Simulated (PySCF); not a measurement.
Compound: C2H7NSSi2.
SMILES with atom numbers: `[CH3:1][S:2][SiH2:3][SiH2:4][C:5]#[N:6]` (hydrogens: H7, H8, H9 on C1; H10, H11 on Si3; H12, H13 on Si4)

Computed by this run: PBE0-D3(BJ)/def2-SVP geometry optimisation, gas phase in PySCF; density fitting, grid level 1; the optimiser is geomeTRIC in internal coordinates, started from a GFN2-xTB structure with every atom displaced at random (about 0.01 Å).

The end geometry, which sets the zero of energy:
```
atom  x, y, z in Å
C1     -2.8859    0.0969   -0.2782
S2     -1.4455   -0.7186   -1.0396
Si3     0.1696    0.2618   -0.0389
Si4     2.0831   -0.6953   -0.9977
C5      3.5559    0.0822   -0.1714
N6      4.4470    0.5939    0.3670
H7     -2.8807    1.1786   -0.4715
H8     -2.9261   -0.0919    0.8038
H9     -3.7762   -0.3424   -0.7480
H10     0.1602    0.0204    1.4372
H11     0.1726    1.7388   -0.2752
H12     2.1606   -2.1628   -0.7551
H13     2.1873   -0.3973   -2.4537
```

**Question.** These geometries come from the run, each turned onto the end geometry. Order them by energy, lowest first.
A.
```
atom  x, y, z in Å
C1     -2.8803    0.1196   -0.2588
S2     -1.4932   -0.7635   -1.0492
Si3     0.1443    0.2095   -0.0837
Si4     2.1044   -0.6908   -1.0084
C5      3.5459    0.1036   -0.1480
N6      4.4124    0.6249    0.4206
H7     -2.8461    1.1955   -0.4814
H8     -2.8864   -0.0387    0.8291
H9     -3.8025   -0.3011   -0.6821
H10     0.1505   -0.0325    1.3927
H11     0.1316    1.6874   -0.3182
H12     2.1999   -2.1596   -0.7728
H13     2.2416   -0.3899   -2.4611
```
B.
```
atom  x, y, z in Å
C1     -2.8795    0.1227   -0.2577
S2     -1.5154   -0.7886   -1.0591
Si3     0.1252    0.1872   -0.1001
Si4     2.1115   -0.6819   -1.0043
C5      3.5500    0.1152   -0.1413
N6      4.4109    0.6388    0.4328
H7     -2.8314    1.1950   -0.4844
H8     -2.8742   -0.0248    0.8354
H9     -3.8165   -0.2810   -0.6626
H10     0.1558   -0.0541    1.3805
H11     0.1435    1.6677   -0.3313
H12     2.1917   -2.1507   -0.7674
H13     2.2504   -0.3811   -2.4617
```
C.
```
atom  x, y, z in Å
C1     -2.8293    0.1121   -0.2361
S2     -1.4893   -0.7209   -1.0751
Si3     0.1691    0.2217   -0.1077
Si4     2.1096   -0.7249   -1.0354
C5      3.4889    0.0902   -0.1474
N6      4.3380    0.6243    0.4248
H7     -2.7802    1.2010   -0.4383
H8     -2.7869   -0.0479    0.8232
H9     -3.7718   -0.2613   -0.6283
H10    -0.0072   -0.0030    1.3457
H11     0.0133    1.6608   -0.3106
H12     2.2775   -2.1593   -0.7818
H13     2.2901   -0.4285   -2.4541
```

**Answer.** A (0.003 eV), B (0.015 eV), C (0.145 eV).

In the order of the answer:

```json
{"step": "2", "E above end (eV)": "0.003", "largest force (eV/Å)": "0.14", "rms force component (eV/Å)": "0.034", "rms distance from end (Å)": "0.060", "rms bond change (Å)": "0.001", "bond most changed (Å)": "C1–S2 +0.003"}
{"step": "1", "E above end (eV)": "0.015", "largest force (eV/Å)": "0.36", "rms force component (eV/Å)": "0.091", "rms distance from end (Å)": "0.079", "rms bond change (Å)": "0.003", "bond most changed (Å)": "Si3–Si4 +0.005"}
{"step": "0", "E above end (eV)": "0.145", "largest force (eV/Å)": "1.25", "rms force component (eV/Å)": "0.410", "rms distance from end (Å)": "0.121", "rms bond change (Å)": "0.022", "bond most changed (Å)": "C1–S2 -0.035"}
```

What follows is the cost of the whole optimisation. Time: 56 s; peak memory 0.54 GiB. Hardware: an Arm Neoverse V1 with one thread, shared host.
